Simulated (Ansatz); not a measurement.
Compare A (`CN(C)N[SiH3]`) with its isomer B (`CNC(N)[SiH3]`).

Gas-phase electronic energies from Ansatz, PBE0-D4/def2-TZVP geometries. CBS: MP2 limit from def2 TZ/QZ plus the TZ coupled-cluster correction, frozen cores. DFT in def2-TZVPP. B3LYP here is the variant with VWN-RPA as its local correlation; programs differ in this. Each species was taken in one conformer, which may not be the lowest.

A:

Z-matrix (Å, degrees):
```
C
N 1 1.446
H 1 1.105 2 113.3
H 1 1.091 2 109.5 3 121.0
H 1 1.092 2 109.2 3 -120.1
C 2 1.447 1 112.2 3 61.3
N 2 1.407 1 112.3 3 -65.0
H 6 1.090 2 109.3 1 177.5
H 6 1.092 2 109.0 1 58.8
H 6 1.103 2 113.2 1 -61.5
Si 7 1.726 2 127.7 1 53.9
H 7 1.006 2 111.5 1 -112.5
H 11 1.485 7 104.4 2 176.6
H 11 1.492 7 115.0 2 -64.3
H 11 1.488 7 111.8 2 57.3
```

B:

```xyz
15

C     0.052    1.972    0.249
N    -0.771    0.817   -0.037
C    -0.045   -0.329   -0.580
N    -0.880   -1.258   -1.303
Si    0.932   -1.352    0.701
H     0.884    1.784    0.946
H     0.481    2.349   -0.684
H    -0.568    2.766    0.670
H    -1.300    0.547    0.785
H     0.680    0.087   -1.291
H    -1.446   -0.760   -1.983
H    -1.517   -1.740   -0.680
H     1.646   -0.463    1.658
H    -0.066   -2.150    1.472
H     1.918   -2.270    0.075
```

Problem. Which is lower in electronic energy at CCSD(T)/CBS, and by how much? (Estimate.)

Solution. The calculation gave: B, by 8.1 kcal/mol.

Problem. Give E(B) − E(A) in kcal/mol with HF/def2-TZVPP, B3LYP-D4, B2PLYP, r2SCAN-D4, PBE0-D4, CCSD(T)/def2-TZVPP, MP2/def2-TZVPP. (An estimate is asked.)

Solution. Computed: HF/def2-TZVPP -5.6, B3LYP-D4 -6.7, B2PLYP -7.4, r2SCAN-D4 -7.8, PBE0-D4 -8.4, CCSD(T)/def2-TZVPP -8.1, MP2/def2-TZVPP -8.2. None reverses the order clearly.

Largest T1 diagnostic: 0.011.

In def2-TZVPP, CCSD(T) changes the Hartree–Fock value by −2.4 kcal/mol (the triples alone add −0.3 kcal/mol) and MP2 by −2.6 kcal/mol.
